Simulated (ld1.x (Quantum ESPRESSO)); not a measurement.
**Transferability test, TM potential for fluorine (F)**

fluorine (F), norm-conserving Troullier–Martins (Kleinman–Bylander form), made with ld1.x (Quantum ESPRESSO) 7.5 (PW91, scalar-relativistic). Core [He], reference 2s1 2p6. Waves: 2s (bound): rc 0.60 bohr; 3d channel at -0.05 Ry: rc 1.45 bohr; 2p (bound): rc 1.60 bohr. Local part: the p channel. Core correction: Bessel-smoothed model core inside 0.45 bohr.

Energies are relative to the spin-unpolarised reference configuration 2s1 2p6; without spin polarisation the order of configurations can differ from experiment.

| valence configuration | charge | ΔE all-electron (eV) | error AE − PS (meV) |
| --- | --- | --- | --- |
| 2s2 2p4 | +1 | 0.724 | +144 |
| 2s2 2p1 | +4 | 185.996 | +4704 |
| 2s2 2p5.3 | -0.3 | -21.465 | -20 |
| 2s1 2p5 | +1 | 19.776 | -31 |
| 2s2 2p4.5 | +0.5 | -11.178 | +61 |

Problem. What are ΔE and the potential's error for 2s2 2p5?

Solution. ΔE = -18.769 eV all-electron; the error (AE − PS) is +6.8 meV.

Problem. What are ΔE and the potential's error for 2s2 2p3?

Solution. ΔE = 39.236 eV all-electron; the error (AE − PS) is +560 meV.

Levels in the configuration 2s2 2p4:

```csv
level,all-electron (eV),pseudo (eV)
2s,-47.451,-47.428
2p,-28.424,-28.208
```
